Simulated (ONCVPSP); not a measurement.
**lithium, ONCV: configuration errors across variants**

ONCVPSP 4.0.1 input, shortened (lines: element, Z, core and valence counts, functional; n l f; lmax; l rc ep ncon nbas qcut; lloc lpopt rc5 dvloc0; l nproj debl; icmod fcfact rcfact), PBE, scalar-relativistic:

```
  Li 3.00    0    2        4      upf
    1    0    2.00
    2    0    0.50
    1
    0    1.10    0.00    5    9   11.10
    1    1.10    0.44    4    9    9.10
    4    5    0.95    3.00
    0    2    0.70
    1    2    1.00
    0    0.00    0.00
```

All-electron excitation energies from the reference (eV): (1) 1s2 2s1 -2.049; (2) 1s2 2s0 3.248; (3) 1s2 2s0 2p1 -0.262; (4) 1s1 2s1 66.358.

3 further variants failed, have other tests or another functional or relativity, and are left out.

Errors AE − PS in meV (a dash: test not solved or not reliable):

```csv
change,(1),(2),(3),(4),bound ghosts,GHOST(+) flags above zero
base,0.0,+0.1,+0.1,+615,none,none
p: qcut 11.7,0.0,+0.1,+0.1,+615,none,none
s: nproj 3,0.0,+0.1,+0.1,+620,none,none
"local potential polynomial inside 0.85 bohr (lpopt 5, dvloc0 0 Ha)",0.0,+0.1,+0.1,+618,none,none
"local potential polynomial inside 0.95 bohr (lpopt 5, dvloc0 7 Ha)",0.0,+0.1,+0.1,+615,none,none
s: rc 1.02,0.0,+0.1,+0.1,+517,none,none
"all radii scaled by about 1.05 (s 1.16, p 1.16 bohr); local potential polynomial inside 1.00 bohr (lpopt 5, dvloc0 3 Ha)",0.0,+0.1,+0.1,+688,none,none
"s: ncon 3, nbas 7",0.0,+0.1,+0.2,+808,none,none
s: rc 1.16,0.0,+0.1,+0.1,+691,none,none
```

Give the same row for: s: qcut 7.1; p: qcut 5.8.

+0.1, +0.2, +0.2, +1140; bound ghosts: none; GHOST(+) flags above zero: none.
